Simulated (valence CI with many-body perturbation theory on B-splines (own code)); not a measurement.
## Questions on Pm29+

Level of theory: configuration interaction combined with many-body perturbation theory (CI+MBPT): four valence electrons over a frozen Dirac-Fock core [Ar] 3d10, radial functions for each j: 9 s, 9 p, 8 d, 6 f, 3 g, 1 h, with the one-electron correlation potential Σ1, the two-electron term Σ2, the three-electron term Σ3, Breit, model QED; selected CI, second order for the rest, scaled by the run's own slope (own B-spline code, finite nucleus).

The last digits are not significant, and no measured levels were compared; by estimate large intervals hold to a few tenths of a per cent, small ones and those within an open d or f shell to about a per cent.

Levels are named by their leading jj configuration (3d3/2^4 stands for four electrons in 3d with j = 3/2), which in mixed levels can hold well under half, so a name can repeat and another be missing.

Rates and lifetimes use the calculated energies. Strong lines usually hold to 10 to 20 %, long lifetimes can be off by a factor of two.

**Question.** What is the ground level?

**Answer.** (4s^2 4p1/2^2) J=0, composition 73 % 4s2.4p2 3P + 26 % 4s2.4p2 1S.

**Question.** What are the static dipole polarisabilities of the lowest levels?

**Answer.** (4s^2 4p1/2^2) J=0 0.0941; (4s^2 4p1/2 4p3/2) J=1 0.103 (tensor 0.0040); (4s^2 4p1/2 4p3/2) J=2 0.103 (tensor 0.0065) bohr³, of which the core gives 0.00585.

**Question.** Name the longest-lived excited levels whose lifetime is computed, and their main decay.

**Answer.** (4s^2 4p1/2 4p3/2) J=2 at 33.22 eV lives 430 μs, mostly by E2 to (4s^2 4p1/2^2) J=0; (4s^2 4p3/2 4d5/2) J=4 at 180.05 eV lives 5.96 μs, mostly by M1 to (4s^2 4p1/2 4d5/2) J=3; (4s^2 4p1/2 4p3/2) J=1 at 30.10 eV lives 5.27 μs, mostly by M1 to (4s^2 4p1/2^2) J=0.

**Question.** What is the ionisation energy?

**Answer.** 1115.1 eV; NIST lists 1113 ± 4 eV (theoretical).

**Question.** Where does the other parity begin?

**Answer.** At (4s 4p1/2^2 4p3/2) J=2, 94.65 eV.

**Question.** How well does LS coupling describe the low levels?

**Answer.** Among the lowest 20 levels the leading LS term, summed over configurations, holds 63 % on average. For single configurations the figures are 59 % in LS and 85 % in jj coupling. Terms mix most in the J = 1 level at 143.09 eV, where the leading one holds 35 %.

**Question.** Among levels below 221.05 eV, which E1 lines absorb most strongly from the ground level?

**Answer.** to (4s^2 4p1/2 4d3/2) J=1 at 8.056 nm, f = 1.36; to (4s 4p1/2^2 4p3/2) J=1 at 11.75 nm, f = 0.446; to (4s 4p1/2 4p3/2^2) J=1 at 8.665 nm, f = 0.222.
